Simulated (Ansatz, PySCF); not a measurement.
The pair A = stibine (SMILES [SbH3]) (first 4 atoms), B = stibine (SMILES [SbH3]); geometry from B3LYP-D3(BJ)/def2-TZVP.
(charge 0, multiplicity 1):
```xyz
8

Sb     0.3451    -0.3220    -0.4202
H      1.6069    -0.2715     0.7382
H     -0.4480    -1.5696     0.4464
H     -0.5328     0.8779     0.4312
Sb    -0.4597    -0.0732     3.8755
H     -0.0534     1.5317     3.4360
H     -1.0984     0.4571     5.3788
H     -1.9950     0.0611     3.1286
```

The values were computed with Ansatz (a program for electronic structure); PySCF for the dispersion terms.  In def2 rows elements past Kr take small-core potentials, without spin–orbit coupling.

The monomers are drawn apart, rigid, along the line of their centres of mass. Counterpoise-corrected interaction energies (kcal/mol):

```tsv
level	R = 6.111 Å	R = 7.862 Å
PBE-D3(BJ)/def2-TZVPPD	-0.4182	-0.0772
wB97M-V/def2-TZVPPD	-0.3095	-0.0632
```

Q: R is the distance of the centres of mass. Find the local exponent m of E ∝ R⁻ᵐ between the two points.

A: 
m = ln(E₁/E₂)/ln(R₂/R₁): PBE-D3(BJ)/def2-TZVPPD 6.7; wB97M-V/def2-TZVPPD 6.3. For scale, two fixed dipoles give m = 3, dipole and quadrupole 4, quadrupoles 5, and dispersion or dipole-induced dipole 6 at long range; at these distances several terms mix, and what is left of overlap and damping shifts m, so it need not match one of them.
